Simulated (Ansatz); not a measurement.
BFH4SiSn (`F[B]1[SiH2][SnH2]1`). Charge 0, multiplicity 1. Correlated methods include outer-core shells of Sn, which these sets cover unevenly. Sn takes the def2 core potential.

Z-matrix (Å, degrees):
```
Si
B 1 1.939
Sn 1 2.683 2 55.3
H 1 1.491 2 132.8 3 -137.7
H 1 1.487 2 108.1 3 74.2
F 2 1.314 1 138.9 3 135.5
H 3 1.702 1 105.3 2 133.9
H 3 1.711 1 130.2 2 -94.7
```

Problem. Give the diagnostics of a CCSD(T)/def2-TZVPP run (frozen core, the Gaussian-basis code of Ansatz). (An estimate is asked.)

Solution. Computed: T1 = 0.0165, largest single amplitude 0.021, largest double 0.065, (T) share of the correlation energy 3.7 %, 11 CCSD cycles. The RHF solution is stable towards an unrestricted one. T1 lies under the customary mark of 0.02 for closed shells.
